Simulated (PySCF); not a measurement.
**Vibration and rotation of SnHg**

UHF-CCSD(T) constants of SnHg, ³Σ⁻ (triplet), unpaired electrons π ↑↑ (PySCF, scalar-relativistic core potentials, basis sets Sn cc-pVDZ-PP with ECP28, Hg cc-pVDZ-PP with ECP60; masses 119.9022 and 201.9706 u):

| Quantity | Value |
| --- | --- |
| ωe | 74.6 cm⁻¹ |
| ωexe | 0.725 cm⁻¹ |
| Be | 0.025303 cm⁻¹ |
| αe | 0.000223 cm⁻¹ |
| D (centrifugal) | 1.17e-08 cm⁻¹ |
| De to Sn + Hg | 0.269 eV |

Q: Give the vibrational terms G(v) and spacings up to v = 6.

A: G(v) = ωe(v+½) − ωexe(v+½)².

```
v  G(v) (cm⁻¹)  G(v) − G(v−1)  Bv (cm⁻¹)
0         37.1                   0.02519
1        110.3           73.2    0.02497
2        182.0           71.7    0.02475
3        252.2           70.2    0.02452
4        321.0           68.8    0.02430
5        388.4           67.3    0.02408
6        454.3           65.9    0.02385
```

Q: How well does the Morse estimate ωe²/(4ωexe) reproduce De, and what is D0?

A: It gives 0.238 eV, 88 % of the computed De. D0 = De − G(0) = 0.269 − 0.005 = 0.264 eV.

Correlated steps freeze 4 core orbitals. The bond is weak. Basis-set superposition, not corrected here, can be much of De in a small basis, most of all at correlated wavefunction levels. These are scalar-relativistic numbers at best; spin–orbit coupling would shift them, the dissociation energy most. The state is the lowest determinant that a PBE0 search found; another state may lie lower at other levels.
